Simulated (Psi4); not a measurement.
Input for Psi4: SAPT0/jun-cc-pV(D+d)Z on H7PSi (a complex), monomers drawn apart or pushed together.

```
memory 2025 MB

molecule dimer {
0 1
Si   -0.13344965    0.05215528    0.16521351
H    -1.49452903   -0.35409565    0.58001905
H    -0.06494790    0.10308216   -1.31344277
H     0.85174509   -0.93032241    0.66899718
H     0.17409128    1.39002023    0.71758852
--
0 1
P    -0.47881798   -0.20375416    7.56031158
H     0.69382651    0.16558495    6.85318740
H    -0.71622075   -1.33743121    6.74161624
H    -1.31404531    0.63740148    6.78167368
units angstrom
symmetry c1
no_reorient
no_com
}

set {
  basis jun-cc-pV(D+d)Z
  scf_type df
  freeze_core true
}

energy('sapt0')
```

Output:

```
[...]
==> Input File <==

--------------------------------------------------------------------------
memory 2025 MB

molecule dimer {
0 1
Si   -0.13344965    0.05215528    0.16521351
H    -1.49452903   -0.35409565    0.58001905
H    -0.06494790    0.10308216   -1.31344277
H     0.85174509   -0.93032241    0.66899718
H     0.17409128    1.39002023    0.71758852
--
0 1
P    -0.47881798   -0.20375416    7.56031158
H     0.69382651    0.16558495    6.85318740
H    -0.71622075   -1.33743121    6.74161624
H    -1.31404531    0.63740148    6.78167368
units angstrom
symmetry c1
no_reorient
no_com
}

set {
  basis jun-cc-pV(D+d)Z
  scf_type df
  freeze_core true
}

energy('sapt0')
--------------------------------------------------------------------------


   => Loading Basis Set <=

    Name: JUN-CC-PV(D+D)Z
    Role: ORBITAL
    Keyword: BASIS
    atoms 1        entry SI         line   566 file jun-cc-pv_dpd_z.gbs
    atoms 2-5, 7-9 entry H          line    60 file jun-cc-pv_dpd_z.gbs
    atoms 6        entry P          line   632 file jun-cc-pv_dpd_z.gbs

   => Loading Basis Set <=

    Name: JUN-CC-PV(D+D)Z
    Role: ORBITAL
    Keyword: BASIS
    atoms 1        entry SI         line   566 file jun-cc-pv_dpd_z.gbs
    atoms 2-5, 7-9 entry H          line    60 file jun-cc-pv_dpd_z.gbs
    atoms 6        entry P          line   632 file jun-cc-pv_dpd_z.gbs


  //>>>>>>>>>>>>>>>>>>>>>>>>>>>>>>>>>>>//
  //              Dimer HF             //
  //<<<<<<<<<<<<<<<<<<<<<<<<<<<<<<<<<<<//

   => Libint2 <=

    Primary   basis highest AM E, G, H:  7, 6, 3
    Auxiliary basis highest AM E, G, H:  7, 7, 4
    Onebody   basis highest AM E, G, H:  -, -, -
    Solid Harmonics ordering:            Gaussian


   => Loading Basis Set <=

    Name: JUN-CC-PV(D+D)Z
    Role: ORBITAL
    Keyword: BASIS
    atoms 1        entry SI         line   566 file jun-cc-pv_dpd_z.gbs
    atoms 2-5, 7-9 entry H          line    60 file jun-cc-pv_dpd_z.gbs
    atoms 6        entry P          line   632 file jun-cc-pv_dpd_z.gbs


         ---------------------------------------------------------
                                   SCF
               by Justin Turney, Rob Parrish, Andy Simmonett
                          and Daniel G. A. Smith
                              RHF Reference
                        1 Threads,   1931 MiB Core
         ---------------------------------------------------------

  ==> Geometry <==

    Molecular point group: c1
    Full point group: C1

    Geometry (in Angstrom), charge = 0, multiplicity = 1:

       Center              X                  Y                   Z               Mass
    ------------   -----------------  -----------------  -----------------  -----------------
         SI          -0.133449650000     0.052155280000     0.165213510000    27.976926534650
         H           -1.494529030000    -0.354095650000     0.580019050000     1.007825032230
         H           -0.064947900000     0.103082160000    -1.313442770000     1.007825032230
         H            0.851745090000    -0.930322410000     0.668997180000     1.007825032230
         H            0.174091280000     1.390020230000     0.717588520000     1.007825032230
         P           -0.478817980000    -0.203754160000     7.560311580000    30.973761998420
         H            0.693826510000     0.165584950000     6.853187400000     1.007825032230
         H           -0.716220750000    -1.337431210000     6.741616240000     1.007825032230
         H           -1.314045310000     0.637401480000     6.781673680000     1.007825032230

  Running in c1 symmetry.

  Rotational constants: A =      1.56548  B =      0.00874  C =      0.00874 [cm^-1]
  Rotational constants: A =  46931.90172  B =    262.13284  C =    262.05342 [MHz]
  Nuclear repulsion =   62.396218835888185

  Charge       = 0
  Multiplicity = 1
  Electrons    = 36
  Nalpha       = 18
  Nbeta        = 18

  ==> Algorithm <==

  SCF Algorithm Type is DF.
  DIIS enabled.
  MOM disabled.
  Fractional occupation disabled.
  Guess Type is SAD.
  Energy threshold   = 1.00e-08
  Density threshold  = 1.00e-08
  Integral threshold = 1.00e-12

  ==> Primary Basis <==

  Basis Set: JUN-CC-PV(D+D)Z
    Blend: JUN-CC-PV(D+D)Z
    Number of shells: 43
    Number of basis functions: 89
    Number of Cartesian functions: 93
    Spherical Harmonics?: true
    Max angular momentum: 2

   => Loading Basis Set <=

    Name: (JUN-CC-PV(D+D)Z AUX)
    Role: JKFIT
    Keyword: DF_BASIS_SCF
    atoms 1        entry SI         line   506 file jun-cc-pvdz-jkfit.gbs
    atoms 2-5, 7-9 entry H          line    70 file jun-cc-pvdz-jkfit.gbs
    atoms 6        entry P          line   586 file jun-cc-pvdz-jkfit.gbs

  ==> Integral Setup <==

  DFHelper Memory: AOs need 0.020 GiB; user supplied 1.414 GiB.
  SCF_SUBTYPE=INCORE selected. In-core MEM_DF algorithm will be used.
  Using in-core AOs.

  ==> MemDFJK: Density-Fitted J/K Matrices <==

    J tasked:                   Yes
    K tasked:                 
[...]
 58A      1.838054    59A      1.895076    60A      1.895098
      61A      1.901177    62A      1.904086    63A      2.135300
      64A      2.136650    65A      2.136735    66A      2.334446
      67A      2.334452    68A      2.338141    69A      2.352363
      70A      2.352477    71A      2.495765    72A      2.829942
      73A      2.831794    74A      2.831858    75A      4.346583
      76A      4.346590    77A      4.358269    78A      4.451149
      79A      4.451176    80A      4.625865    81A      6.642867
      82A      6.642867    83A      6.713451    84A      6.713652
      85A      6.713655    86A     14.138550    87A     14.138603
      88A     14.142236    89A    103.590960

    Final Occupation by Irrep:
              A
    DOCC [     9 ]
    NA   [     9 ]
    NB   [     9 ]

  @DF-RHF Final Energy:  -342.47668497602081

   => Energetics <=

    Nuclear Repulsion Energy =             17.5589166754894670
    One-Electron Energy =                -508.2991633088855679
    Two-Electron Energy =                 148.2635616573753339
    Total Energy =                       -342.4766849760208061

Computation Completed


Properties will be evaluated at   0.000000,   0.000000,   0.000000 [a0]

Properties computed using the SCF density matrix


 Multipole Moments:

 ------------------------------------------------------------------------------------
     Multipole            Electronic (a.u.)      Nuclear  (a.u.)        Total (a.u.)
 ------------------------------------------------------------------------------------

 L = 1.  Multiply by 2.5417464519 to convert [e a0] to [Debye]
 Dipole X            :         16.1109764          -16.0980274            0.0129490
 Dipole Y            :          6.7955529           -6.7855477            0.0100052
 Dipole Z            :       -253.1070992          252.8097362           -0.2973630
 Magnitude           :                                                    0.2978129

 ------------------------------------------------------------------------------------

  Constructing Basis Sets for SAPT...

   => Loading Basis Set <=

    Name: (JUN-CC-PV(D+D)Z AUX)
    Role: RIFIT
    Keyword: DF_BASIS_SAPT
    atoms 1        entry SI         line   376 file jun-cc-pvdz-ri.gbs
    atoms 2-5, 7-9 entry H          line    30 file jun-cc-pvdz-ri.gbs
    atoms 6        entry P          line   432 file jun-cc-pvdz-ri.gbs

   => Loading Basis Set <=

    Name: (JUN-CC-PV(D+D)Z AUX)
    Role: JKFIT
    Keyword: DF_BASIS_ELST
    atoms 1        entry SI         line   506 file jun-cc-pvdz-jkfit.gbs
    atoms 2-5, 7-9 entry H          line    70 file jun-cc-pvdz-jkfit.gbs
    atoms 6        entry P          line   586 file jun-cc-pvdz-jkfit.gbs


  //>>>>>>>>>>>>>>>>>>>>>>>>>>>>>>>>>>>//
  //               SAPT0               //
  //<<<<<<<<<<<<<<<<<<<<<<<<<<<<<<<<<<<//



        SAPT0
    Ed Hohenstein
     6 June 2009

      Orbital Information
  --------------------------
    NSO        =        89
    NMO        =        89
    NRI        =       268
    NRI (Elst) =       403
    NOCC A     =         9
    NOCC B     =         9
    FOCC A     =         5
    FOCC B     =         5
    NVIR A     =        80
    NVIR B     =        80

    Elst10,r            =    -0.000000410573 [Eh]
    Exch10              =     0.000000092615 [Eh]
    Exch10 (S^2)        =     0.000000092615 [Eh]

    Maxiter = 50
    CPHF R converge = 1.000000E-08

    Iter     Energy [mEh]          dE [mEh]         Residual      Time [s]
       1      -0.00006527       0.000065273     4.050972e-05             0
       2      -0.00007704       0.000011770     1.390505e-05             0
       3      -0.00007807       0.000001028     1.203045e-06             0
       4      -0.00007783      -0.000000237     1.382758e-07             0
       5      -0.00007785       0.000000015     1.195030e-08             0
       6      -0.00007785      -0.000000001     1.965480e-09             0

    CHF Iterations converged

    Maxiter = 50
    CPHF R converge = 1.000000E-08

    Iter     Energy [mEh]          dE [mEh]         Residual      Time [s]
       1      -0.00004756       0.000047560     3.134529e-05             0
       2      -0.00005140       0.000003838     1.329232e-05             0
       3      -0.00005321       0.000001810     1.531113e-06             0
       4      -0.00005290      -0.000000303     3.604331e-07             0
       5      -0.00005291       0.000000004     6.937069e-08             0
       6      -0.00005292       0.000000006     8.842330e-09             0

    CHF Iterations converged

    Ind20,r (A<-B)      =    -0.000000077847 [Eh]
    Ind20,r (B<-A)      =    -0.000000052915 [Eh]
    Ind20,r             =    -0.000000130763 [Eh]
    Exch-Ind20,r (A<-B) =     0.000000001607 [Eh]
    Exch-Ind20,r (B<-A) =     0.000000020010 [Eh]
    Exch-Ind20,r        =     0.000000021616 [Eh]
    Disp20              =    -0.000036234602 [Eh]
    Disp20 (SS)         =    -0.000018117301 [Eh]
    Disp20 (OS)         =    -0.000018117301 [Eh]
    Exch-Disp20         =     0.000000011685 [Eh]
    Exch-Disp20 (SS)    =     0.000000008575 [Eh]
    Exch-Disp20 (OS)    =     0.000000003110 [Eh]

    SAPT Results
  --------------------------------------------------------------------------------------------------------
    Electrostatics                 -0.00041057 [mEh]      -0.00025764 [kcal/mol]      -0.00107796 [kJ/mol]
      Elst10,r                     -0.00041057 [mEh]      -0.00025764 [kcal/mol]      -0.00107796 [kJ/mol]

    Exchange                        0.00009262 [mEh]       0.00005812 [kcal/mol]       0.00024316 [kJ/mol]
      Exch10                        0.00009262 [mEh]       0.00005812 [kcal/mol]       0.00024316 [kJ/mol]
      Exch10(S^2)                   0.00009262 [mEh]       0.00005812 [kcal/mol]       0.00024316 [kJ/mol]

    Induction                      -0.00011498 [mEh]      -0.00007215 [kcal/mol]      -0.00030187 [kJ/mol]
      Ind20,r                      -0.00013076 [mEh]      -0.00008205 [kcal/mol]      -0.00034332 [kJ/mol]
      Exch-Ind20,r                  0.00002162 [mEh]       0.00001356 [kcal/mol]       0.00005675 [kJ/mol]
      delta HF,r (2)               -0.00000583 [mEh]      -0.00000366 [kcal/mol]      -0.00001530 [kJ/mol]

    Dispersion                     -0.03622292 [mEh]      -0.02273022 [kcal/mol]      -0.09510326 [kJ/mol]
      Disp20                       -0.03623460 [mEh]      -0.02273756 [kcal/mol]      -0.09513393 [kJ/mol]
      Exch-Disp20                   0.00001168 [mEh]       0.00000733 [kcal/mol]       0.00003068 [kJ/mol]
      Disp20 (SS)                  -0.01811730 [mEh]      -0.01136878 [kcal/mol]      -0.04756697 [kJ/mol]
      Disp20 (OS)                  -0.01811730 [mEh]      -0.01136878 [kcal/mol]      -0.04756697 [kJ/mol]
      Exch-Disp20 (SS)              0.00000857 [mEh]       0.00000538 [kcal/mol]       0.00002251 [kJ/mol]
      Exch-Disp20 (OS)              0.00000311 [mEh]       0.00000195 [kcal/mol]       0.00000817 [kJ/mol]

  Total HF                         -0.00043293 [mEh]      -0.00027167 [kcal/mol]      -0.00113667 [kJ/mol]
  Total SAPT0                      -0.03665585 [mEh]      -0.02300189 [kcal/mol]      -0.09623992 [kJ/mol]

  Special recipe for scaled SAPT0 (see Manual):
    Electrostatics sSAPT0          -0.00041057 [mEh]      -0.00025764 [kcal/mol]      -0.00107796 [kJ/mol]
    Exchange sSAPT0                 0.00009262 [mEh]       0.00005812 [kcal/mol]       0.00024316 [kJ/mol]
    Induction sSAPT0               -0.00011498 [mEh]      -0.00007215 [kcal/mol]      -0.00030187 [kJ/mol]
    Dispersion sSAPT0              -0.03622292 [mEh]      -0.02273022 [kcal/mol]      -0.09510326 [kJ/mol]
  Total sSAPT0                     -0.03665585 [mEh]      -0.02300189 [kcal/mol]      -0.09623992 [kJ/mol]
  --------------------------------------------------------------------------------------------------------



*** Psi4 exiting successfully. Buy a developer a beer!
```

The run finished.

Cost: roughly 3 core-seconds.
